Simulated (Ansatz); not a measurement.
`CB(Cl)[SeH]` + `N=CBr` → `C/N=C\Br` + `ClB[SeH]`  (substitution at a C–B bond)

Isolated molecules relaxed with PBE0-D4/def2-TZVP in Ansatz; ΔE leaves out vibrations. CCSD(T)/CBS is the MP2 limit (def2-TZVPP, def2-QZVPP) plus CCSD(T) − MP2 in def2-TZVPP, frozen cores. For Br, Se outer-core shells are correlated without core-valence functions, which leaves a few kJ/mol of doubt a bond. Scalar relativity is left out up to krypton. One conformer a species, not always the lowest.

```csv
species,CCSD(T)/CBS(def2) energy (Eh)
`CB(Cl)[SeH]`,-2925.81492
`N=CBr`,-2667.24523
`C/N=C\Br`,-2706.50532
`ClB[SeH]`,-2886.53463
```

Question: Work out ΔE.

Answer: ΔE = (-2706.50532) + (-2886.53463) − (-2925.81492) − (-2667.24523) = 0.02020 Eh = +0.55 eV.

Largest T1 diagnostic among the species: 0.012.

From PBE to PBE0 (25 % exact exchange), in def2-TZVPP and without D4, ΔE moves by +0.06 eV.
